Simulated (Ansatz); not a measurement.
Geometry optimisation, RKS BLYP/STO-3G in Ansatz.

Input:

```yaml
crystal:
  periodic: [false, false, false]
  atoms:
    - { symbol: "N", position_ang: [-0.3739, 2.484, 1.1352] }
    - { symbol: Si, position_ang: [-1.1598, 1.2989, 0.0472] }
    - { symbol: Al, position_ang: [-0.5043, -0.8518, 0.7063] }
    - { symbol: Si, position_ang: [0.8373, -2.1778, -0.7832] }
    - { symbol: S, position_ang: [2.55, -1.1446, -1.3583] }
    - { symbol: H, position_ang: [0.6118, 2.4079, 1.0743] }
    - { symbol: H, position_ang: [-0.6874, 2.2925, 2.1013] }
    - { symbol: H, position_ang: [-2.583, 1.4145, 0.1136] }
    - { symbol: H, position_ang: [-0.7098, 1.5527, -1.2925] }
    - { symbol: H, position_ang: [-0.8014, -1.3824, 2.2126] }
    - { symbol: H, position_ang: [-0.0574, -2.4487, -1.9573] }
    - { symbol: H, position_ang: [1.138, -3.4534, -0.1183] }
    - { symbol: H, position_ang: [1.7604, -0.0266, -1.8662] }
basis:
  gaussian: { orbitals: STO-3G }
hamiltonian:
  xc: blyp
relax:
  f_tol: 0.015
  max_steps: 40
```

Run as:

```bash
$ ansatz run input.yaml --threads 1 --pin off --max-ram 2048MiB --backend cpu --events-out ev --progress --plain --runs-dir out
```

Where does it end, and by what steps?

It converged. The force dipped under the threshold on the way, but the program's further checks kept it going. Limits of this set-up: minimal basis. After 30 steps the energy has fallen by 0.783 eV; H10 moved furthest, 1.22 Å.

```
step  energy less start (eV)  largest force component (eV/Å)  accepted
   0                  0.0000                           3.820       yes
   2                 -0.7211                           0.350       yes
   4                 -0.7534                           0.532       yes
   6                 -0.7651                           0.038       yes
   8                 -0.7684                           0.047       yes
  10                 -0.7713                           0.122       yes
  12                 -0.7737                           0.086       yes
  14                 -0.7760                           0.150       yes
  16                 -0.7778                           0.111       yes
  18                 -0.7800                           0.062       yes
  20                 -0.7809                           0.076       yes
  22                 -0.7819                           0.039       yes
  24                 -0.7825                           0.022       yes
  26                 -0.7828                           0.036       yes
  28                 -0.7831                           0.014       yes
  30                 -0.7832                           0.013       yes
```

```xyz
13
Properties=species:S:1:pos:R:3
N -1.082 2.740 1.383
Si -0.896 1.398 0.144
Al 0.044 -0.655 0.737
Si 0.639 -2.272 -0.834
S 2.537 -1.931 -1.830
H -0.109 2.885 1.816
H -1.597 2.304 2.221
H -2.250 1.207 -0.376
H -0.144 2.022 -0.944
H 0.331 -0.941 2.203
H -0.388 -2.450 -1.865
H 0.800 -3.597 -0.241
H 2.136 -0.745 -2.398
```

Run time: 89 s on 1 thread of Arm Neoverse V2 (shared host), peak memory 0.15 GiB.
